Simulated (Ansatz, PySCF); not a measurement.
Species: I (charge -1, singlet).

Total electronic energies in hartree. Cores are frozen in the correlated levels unless marked. No spin-orbit coupling. The frozen core is the preceding noble-gas configuration, with the filled d and f shells of earlier blocks. Past Kr the def2 sets carry scalar-relativistic core potentials. CBS marks a two-point X^-3 extrapolation of the correlation energy; Hartree-Fock from the larger set. [CCSD(T)-MP2]/basis is that difference in the basis named.

```
level                                                          program  energy (Eh)
-------------------------------------------------------------  -------  -----------
HF/def2-TZVPP                                                   Ansatz   -296.74067
TPSS/def2-TZVPD                                                  PySCF   -297.68828
M06-L/def2-TZVPD                                                 PySCF   -297.96323
SCS-MP2/def2-TZVPPD                                             Ansatz   -296.88619
SCS-MP2/def2-QZVPPD                                             Ansatz   -296.91015
CCSD(T)/def2-TZVPPD                                             Ansatz   -296.90888
RI-MP2/CBS(def2-TZVPPD,def2-QZVPPD)+[CCSD(T)-MP2]/def2-SVPD     Ansatz    -296.9381
RI-MP2/CBS(def2-TZVPPD,def2-QZVPPD)+[CCSD(T)-MP2]/def2-QZVPPD   Ansatz    -296.9480
CCSD(T)/CBS(def2-TZVPPD,def2-QZVPPD)                            Ansatz    -296.9493
```

Totals of different functionals don't rank their quality; only differences between species are comparable.

Ansatz is a quantum-chemistry and plane-wave program.
